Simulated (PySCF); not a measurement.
CH2BrCl3Si, SMILES Cl[Si](Cl)(Cl)CBr, PBE/def2-SVP optimised geometry.

```
8

Cl    -1.37    -1.94    -1.69
Si    -0.70    -0.97     0.00
Cl     1.37    -0.97     0.00
Cl    -1.37     0.97     0.00
C     -1.25    -1.87     1.56
Br    -3.20    -1.96     1.71
H     -0.86    -2.91     1.55
H     -0.86    -1.35     2.46
```

Density from PySCF with PBE/def2-TZVP at that geometry.

Minimum of the electron density along straight lines between bonded atoms, close to the bond critical point (lines longer than 1.1 times the sum of covalent radii, or with two minima, are not listed):

```
bond     length / Å  ρ at the minimum / e bohr⁻³  ∇²ρ there / e bohr⁻⁵  position (fraction from the first atom)
-------  ----------  ---------------------------  --------------------  ---------------------------------------
Cl1–Si2       2.060                        0.101                  0.19                                     0.64
Si2–Cl3       2.070                        0.099                  0.18                                     0.37
Si2–Cl4       2.060                        0.101                  0.19                                     0.37
Si2–C5        1.882                        0.124                  0.12                                     0.39
C5–Br6        1.955                        0.144                 -0.11                                     0.45
C5–H7         1.108                        0.268                 -0.88                                     0.65
C5–H8         1.108                        0.268                 -0.88                                     0.65
```
